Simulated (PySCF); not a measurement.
**Unknowns**

PySCF 2.14.0 with density-fitted response routines calculation with NMR shieldings at PBE0/pcSseg-1/GIAO and structure optimised with GFN2-xTB; a single conformation, no relativistic terms, no solvent, averaged over atoms made equivalent by symmetry, fast rotation or ring inversion.

δ = σ(ref) − σ, references computed at the same level: TMS for $^{1}$H (σ = 31.72 ppm), $^{13}$C (σ = 186.93 ppm). Splittings of carbon signals by F and P are missing where no couplings were computed. Where no couplings were computed, multiplicities follow the n + 1 count of equivalent neighbours, and m marks all less simple cases (inequivalent or close neighbours, rings, F or P nearby). Shifts are as computed. Against solution values, carbons near 30 ppm lie about +3 ppm off and those near 130 ppm about +5 ppm. Of 1211 compounds with measured shifts, 218 miss one by over three times the rms of a fit or turn the order of signals round; such compounds aren't used in these exercises.

**Question.** C6H5F3N2. $^{1}$H NMR (400 MHz, computed): δ 9.74 (m, 1H), 7.62 (m, 1H), 3.15 (s, 3H). $^{13}$C{$^{1}$H} NMR (computed): δ 164.3, 149.2, 133.5, 133.1, 125.8, 25.3. Identify the compound.

**Answer.** SMILES Cc1cc(C(F)(F)F)cnn1. Rings plus π bonds: 4 (1 ring in the answer). 6 carbon signals for 6 carbons: no two carbons are equivalent. Carbon types of the structure: 3 × C, 2 × CH, 1 × CH3, which accounts for all hydrogens. δC 149.2: aromatic CH next to a ring nitrogen; the adjacent pyridine-type nitrogen withdraws density from it. δC 133.1: CF3 carbon; 3 electronegative neighbours deshield it. δC 125.8: aromatic CH. δH 9.74: hydrogen on an aromatic CH next to a ring nitrogen; ring current plus the neighbouring ring nitrogen.

This is the structure that produced the data.

**Question.** C4H10F2Si2. $^{1}$H NMR (400 MHz, computed): δ 7.37 (m, 1H), 6.49 (m, 1H), 4.44 (q, 2H), 4.26 (d, 3H), 0.41 (t, 3H). $^{13}$C{$^{1}$H} NMR (computed): δ 165.2 (C), 143.4 (CH), 122.3 (CH), -5.7 (CH3). Identify the compound.

**Answer.** SMILES C[SiH2]/C(=C\[SiH3])C(F)F. The formula gives 1 degree of unsaturation (no ring in the answer). 4 carbon signals for 4 carbons: no two carbons are equivalent. Carbon types of the structure: 1 × C, 2 × CH, 1 × CH3, leaving 5 H on heteroatoms. δC 165.2: fully substituted alkene carbon. δC 143.4: alkene CH; as expected for a trigonal carbon in a double bond. δC 122.3: allylic sp3 CH bonded to 2 F; 2 electronegative neighbours deshield it. δH 0.41: hydrogen on a methyl carbon bonded to Si; an electropositive neighbour shields it, as in TMS itself.

The data come from this structure; uniqueness wasn't tested.
